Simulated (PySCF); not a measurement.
C3H6BNO, SMILES C#CB(N)OC. Atoms are numbered in the order given.

```xyz
12

C      1.1326    -2.1689     0.0000
C      0.3786    -1.2140     0.0000
B     -0.5890    -0.0010     0.0000
N     -1.9745    -0.2232     0.0000
O     -0.1380     1.2860     0.0000
C      1.2126     1.6505     0.0000
H      1.7972    -3.0142     0.0000
H     -2.3811    -1.1462     0.0000
H     -2.6362     0.5410     0.0000
H      1.4334     2.2599    -0.8915
H      1.4334     2.2599     0.8915
H      1.8807     0.7737     0.0000
```

Geometry optimised at PBE0-D3(BJ)/def2-SVP. The structure was generated by enumeration, and PubChem lists no compound with its InChIKey, so it may never have been made. One conformer was computed; it need not be the lowest.

The numbers are results of PySCF with PBE0/pcSseg-1, not measurements.

GIAO shieldings, no solvent; atoms alike by connectivity are averaged. δ = σ(ref) − σ: ¹³C against TMS (σ = 186.3 ppm); ¹¹B against BF3 (σ = 88.8 ppm); ¹⁵N against NH3 (σ = 267.4 ppm); ¹⁷O against H2O (σ = 334.2 ppm); ¹H against TMS (σ = 31.56 ppm), references at their B3LYP-D3(BJ)/def2-TZVP geometries, non-relativistic.

Estimate the chemical shifts. (The exact figures need the calculation; the answer reports its results.)


```
nucleus          atoms  count  δ (ppm)
-------  -------------  -----  -------
¹³C                 C1      1     99.5
¹³C                 C2      1     89.0
¹³C                 C6      1     58.0
¹¹B                 B3      1      8.6
¹⁵N                 N4      1     82.3
¹⁷O                 O5      1     95.5
¹H       H10, H11, H12      3     4.18
¹H              H8, H9      2     2.98
¹H                  H7      1     2.64
```
